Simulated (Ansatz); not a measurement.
Total energies of Sn₃⁺ from Ansatz at PBE-D4/def2-TZVP, gas phase (1 Eh = 27.2114 eV = 2625.5 kJ/mol). The reference geometry is relaxed at B3LYP-D4/def2-SVP.

```xyz
3

Sn   -0.6950    0.1251    1.9220
Sn    0.9250    0.9929   -0.2220
Sn   -0.2300   -1.1180   -1.7000
```

```csv
state,geometry,energy (Eh)
charge 1 doublet,reference,-642.70154
charge 0 singlet,reference,-642.95291
charge 1 quartet,relaxed at B3LYP-D4/def2-SVP,-642.70346
```

In the def2 sets Sn takes a core potential; there is no spin–orbit coupling.

(1) Work out the vertical electron affinity, to the singlet.

(2) Which of the charge 1 states is lowest, and how far above it are the others?

(1) E(charge 1 doublet) − E(charge 0 singlet) = -642.70154 − (-642.95291) = 0.25137 Eh = 6.84 eV.

(2) The quartet, but by less than the method's error, so the order isn't settled. doublet: -642.70154 − (-642.70346) = 0.00192 Eh = 5.0 kJ/mol. The quartet differs in its bonds from the reference.

The structure comes from a short search, and lower isomers may exist.
